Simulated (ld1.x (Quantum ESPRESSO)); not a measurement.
**Varying the TM potential for H (Z = 1)**

Base potential:

ld1.x (Quantum ESPRESSO) 7.5 input, shortened:

```
&input
   title='H', zed=1., rel=1, dft='PZ', iswitch=3,
   config='1s0.5 2p-2'
 /
 &inputp
   pseudotype=2, tm=.true., lloc=-2, rcloc=0.75,
   nlcc=.false.
 /
2
1S  1  0   0.50   0.00  1.00  1.00  0.0
2P  2  1  -2.00  -0.15  0.90  0.90  0.0
 &test
   configts(1)='1s0.5'
 /
```

Cutoffs, loose and tight: the cutoffs (Ry, on a coarse ladder) from which the occupation-weighted sum of valence levels, in a spherical-Bessel basis at the reference potential, stays within 10 and 1 mRy of its value at 400 Ry. They do not see the model core or the augmentation charge, which bear on the density cutoff. Test errors are all-electron minus pseudo excitation energies from the reference, over the configurations 1s1 (two spin-polarised tests are not counted in the largest error). A dash means not determined; rows that change the core or the reference have their own tests.

| change | outcome | cutoff, loose | cutoff, tight | bound ghosts |
| --- | --- | --- | --- | --- |
| base | generated | 21 Ry | 40 Ry | none |
| all radii scaled by about 1.08 (s 1.08, p 0.98 bohr); local potential all-electron potential smoothed inside 0.82 bohr (lloc = -2) | generated | 18 Ry | 40 Ry | none |
| local potential all-electron potential smoothed inside 0.46 bohr (lloc = -2) | generated | 21 Ry | 40 Ry | none |
| wave 2p channel at -0.15 Ry: rc 0.90 bohr becomes 2p channel at 0.29 Ry: rc 0.90 bohr | generated | 21 Ry | 40 Ry | none |
| local potential the s channel | generated | 21 Ry | 40 Ry | none |
| functional PBE | generated | 21 Ry | 45 Ry | none |
| wave 2p channel at -0.15 Ry: rc 0.90 bohr becomes 2p channel at -0.15 Ry: rc 0.64 bohr | generated | 21 Ry | 40 Ry | none |
| local potential the p channel | generated | 21 Ry | 40 Ry | none |
| wave 1s (bound): rc 1.00 bohr becomes 1s (bound): rc 1.04 bohr | generated | 18 Ry | 40 Ry | none |

Question: What comes out with this change to the base: type PAW; waves now 1s (bound): rcut 0.85, rcutus 1.00 bohr; 1s channel at 2.75 Ry: rcut 0.85, rcutus 1.00 bohr; 2p channel at -0.15 Ry: rcut 0.80, rcutus 0.90 bohr; 2p channel at 0.85 Ry: rcut 0.80, rcutus 0.90 bohr; local potential all-electron potential smoothed inside 0.85 bohr (lloc = -1); augmentation BESSEL, radius 0.65 bohr?

Answer: outcome: generated; cutoff, loose: 15 Ry; cutoff, tight: 35 Ry; bound ghosts: none.

Question: What comes out with this change to the base: all radii scaled by about 0.78 (s 0.78, p 0.70 bohr); local potential all-electron potential smoothed inside 0.58 bohr (lloc = -2)?

Answer: outcome: generated; cutoff, loose: 25 Ry; cutoff, tight: 55 Ry; bound ghosts: none.

Question: What comes out with this change to the base: wave 1s (bound): rc 1.00 bohr becomes 1s (bound): rc 1.18 bohr?

Answer: outcome: generated; cutoff, loose: 18 Ry; cutoff, tight: 35 Ry; bound ghosts: none.
